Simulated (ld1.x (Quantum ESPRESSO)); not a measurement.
## Configuration tests for boron (B) (TM semilocal)

```json
{
  "Element": "boron",
  "Generator": "ld1.x (Quantum ESPRESSO) 7.5",
  "Type": "norm-conserving Troullier–Martins (semilocal form)",
  "Functional": "revPBE",
  "Relativity": "scalar-relativistic",
  "Frozen core": "[He]",
  "Valence charge": "3",
  "Reference configuration": "2s2 2p1",
  "Partial waves": "2s (bound): rc 1.15 bohr; 3d channel at 0.1 Ry: rc 2.85 bohr; 2p (bound): rc 2.75 bohr",
  "Local potential": "the p channel",
  "Core correction": "none"
}
```

Energies are relative to the spin-unpolarised reference configuration 2s2 2p1; without spin polarisation the order of configurations can differ from experiment.

```csv
valence configuration,charge,ΔE all-electron (eV),error AE − PS (meV)
2s2 2p0,+1,8.170,+57
2s2 2p0.5,+0.5,2.866,+6.6
2s1 2p1,+1,14.388,-44
2s2 2p1.3,-0.3,-0.727,+0.1
2s1 2p2,0,5.911,-8.8
```

Problem. What are ΔE and the potential's error for 2s1 2p0?

Solution. ΔE = 33.604 eV all-electron; the error (AE − PS) is +183 meV.

Problem. What are ΔE and the potential's error for 2s0 2p3?

Solution. ΔE = 11.834 eV all-electron; the error (AE − PS) is -45 meV.

Levels in the configuration 2s2 2p1.3:

| level | all-electron (eV) | pseudo (eV) |
| --- | --- | --- |
| 2s | -7.084 | -7.078 |
| 2p | -1.348 | -1.347 |
